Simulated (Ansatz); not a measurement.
Total energies of the cluster ZnTe2⁻ from Ansatz at PBE-D4/def2-TZVPD, gas phase (1 Eh = 27.2114 eV = 2625.5 kJ/mol). The reference geometry is relaxed at r2SCAN-D4/def2-TZVPD.

```xyz
3

Zn   -0.003   -0.002   -0.002
Te   -1.843    1.244    0.990
Te    1.846   -1.243   -0.988
```

```json
{"state": "charge -1 doublet", "geometry": "reference", "energy (Eh)": "-2315.33061"}
{"state": "charge 0 triplet", "geometry": "reference", "energy (Eh)": "-2315.21816"}
{"state": "charge -1 quartet", "geometry": "relaxed at r2SCAN-D4/def2-TZVPD", "energy (Eh)": "-2315.26885"}
```

In the def2 sets Te takes a core potential; there is no spin–orbit coupling.

Problem. Work out the vertical ionisation energy to the triplet.

Solution. E(charge 0 triplet) − E(charge -1 doublet) = -2315.21816 − (-2315.33061) = 0.11245 Eh = 3.06 eV. For comparison, −ε of the highest occupied level of the spin that leaves is 0.83 eV at this level, 2.23 eV less.

Problem. Which of the charge -1 states is lowest, and how far above it are the others?

Solution. The doublet. quartet: -2315.26885 − (-2315.33061) = 0.06176 Eh = 162.2 kJ/mol.

At PBE-D4/def2-TZVPD the gap within one spin of the charge -1 doublet nearly closes, so an electron or hole may be smeared out by delocalisation error. 

The structure comes from a short search, and lower isomers may exist.
